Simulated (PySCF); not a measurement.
Compound: C6H10ClN3.
Numbering: `[CH3:1][c:2]1[n:3][n:4]([CH:5]([CH3:6])[CH3:7])[n:8][c:9]1[Cl:10]`

Structure used (GFN2-xTB), in Å, numbered top down from 1:
```
atom  x, y, z in Å
C1     3.401   -0.359   -0.224
C2     1.975   -0.034    0.009
N3     0.961   -0.572   -0.658
N4    -0.120   -0.028   -0.159
C5    -1.442   -0.360   -0.627
C6    -2.105    0.895   -1.187
C7    -2.245   -0.961    0.524
N8     0.089    0.841    0.799
C9     1.409    0.864    0.933
Cl10   2.208    1.847    2.063
H11    3.948    0.538   -0.510
H12    3.480   -1.100   -1.013
H13    3.849   -0.751    0.689
H14   -1.291   -1.101   -1.418
H15   -1.513    1.306   -2.001
H16   -2.189    1.644   -0.404
H17   -3.098    0.659   -1.561
H18   -2.331   -0.234    1.327
H19   -3.240   -1.234    0.184
H20   -1.750   -1.850    0.907
```

Definitions: NICS(0) = −σiso at the ring centroid; NICS(1) = −σiso and NICS(1)zz = −σzz at ±1 Å along the ring normal z. Level: GIAO PBE0/pcSseg-1 (PySCF, non-relativistic, gas phase) on the GFN2-xTB geometry, one conformer.

Ring bond lengths (Å), with Mayer bond orders in brackets: C2–N3 1.327 (1.46), N3–N4 1.310 (1.24), N4–N8 1.310 (1.22), N8–C9 1.327 (1.44), C9–C2 1.407 (1.25).

Question: What do the NICS probes read (ppm)?

Answer: 
```
          ring                                                 type  NICS(0)  NICS(1), two faces  NICS(1)zz, two faces  rms pucker (Å)  centre to ring atoms, mean (Å)
C2–N3–N4–N8–C9  5-membered ring with 3 N; formal bonds all aromatic    -12.3       -12.4 / -12.4         -28.9 / -28.9            0.00                            1.14
```

Question: What do they say, and how far can they be read as aromaticity?

Answer: 
- C2–N3–N4–N8–C9: mean NICS(1)zz -28.9 ppm, shielded. For a flat ring without four-coordinate atoms the NICS criterion counts such a value as aromatic.

Question: What does the geometric index give? HOMA = 1 − mean of α(R − Ropt)² over the ring bonds, with Krygowski's 1993 parameters (CC: Ropt 1.388 Å, α 257.7 Å⁻²; CN: Ropt 1.334 Å, α 93.52 Å⁻²; NN: Ropt 1.309 Å, α 130.33 Å⁻²).

Answer: 
- C2–N3–N4–N8–C9: HOMA 0.98; the largest term is that of C9–C2, α(R − Ropt)² = 0.09. The geometric and the magnetic index point the same way.

Question: How shielded are the nuclei of the rings and their hydrogens (means over atoms taken as equivalent)?

Answer: 
```
atoms                  environment  σ isotropic (ppm)
   C2  substituted aromatic carbon               43.0
   N3       pyridine-type nitrogen              -94.3
   N4        pyrrole-type nitrogen              -12.5
   N8       pyridine-type nitrogen              -82.9
   C9         aromatic C–Cl carbon               40.5
```
